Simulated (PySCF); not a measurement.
**HgBr₂: fields on a plane**

These are results of PySCF, B3LYP, basis Hg def2-SVP with ECP60, Br def2-SVP (scalar-relativistic core potentials, no spin–orbit coupling, density fitting), not measurements.

The singlet minimum has Hg–Br 2.443 Å (×2); Br–Hg–Br 180.0°.

The plane holds Hg1 at (0.00, 0.00), Br2 at (2.44, 0.00), Br3 at (-2.44, 0.00) Å. Columns run from x = -4.35 to 4.65 Å, rows from y = 2.25 (top) to -1.95 Å, in steps of 0.3 Å. Other isomers or separated fragments may lie lower. Core electrons replaced by a potential are absent, the electrostatic potential uses the reduced nuclear charge, and values within about 0.7 Å of such atoms have no physical meaning.

Task: Give the electron localisation function (set to 0 where the density is under 0.005 e/Å³). Lower edges of the bins: '0' 0.000, '1' 0.087, '2' 0.175, '3' 0.262, '4' 0.349, '5' 0.436, '6' 0.524, '7' 0.611, '8' 0.698, '9' 0.786; top 0.87.

Result: 
```
0000012110000000000001121000000
0002345432000111100023454320000
0024667653111122111135676642000
0246799875212233221257899764200
1257999997322344322379999975210
1368986688423566532488668986310
1368724327624888842672342786310
1378454825625900952652845487310
1378454825625900952652845487310
1368724327624888842672342786310
1368986688423566532488668986310
1257999997322344322379999975210
0246799875212233221257899764200
0024667653111122111135676642000
0002345432000111100023454320000
```

Task: Give the electron density (e/Å³) (cut at 5 e/Å³). Every second row and column.

Result: 
```
0.00 0.00 0.00 0.01 0.01 0.00 0.00 0.00 0.00 0.00 0.01 0.01 0.01 0.00 0.00 0.00
0.00 0.01 0.03 0.06 0.05 0.03 0.03 0.04 0.04 0.03 0.04 0.06 0.05 0.02 0.00 0.00
0.01 0.04 0.23 0.54 0.37 0.14 0.21 0.56 0.38 0.14 0.22 0.52 0.41 0.11 0.02 0.00
0.01 0.12 0.95 5.00 1.64 0.46 1.40 5.00 5.00 0.48 0.83 5.00 2.23 0.37 0.04 0.00
0.02 0.15 1.31 5.00 4.31 0.61 2.52 1.65 5.00 0.67 1.09 5.00 5.00 0.48 0.05 0.00
0.01 0.08 0.53 1.35 0.86 0.28 0.56 2.71 1.45 0.28 0.48 1.26 1.00 0.22 0.03 0.00
0.00 0.02 0.09 0.18 0.14 0.07 0.08 0.15 0.12 0.06 0.09 0.18 0.14 0.05 0.01 0.00
0.00 0.00 0.01 0.02 0.02 0.01 0.01 0.01 0.01 0.01 0.02 0.02 0.02 0.01 0.00 0.00
```

No spin–orbit coupling is included, which matters more the heavier the element.
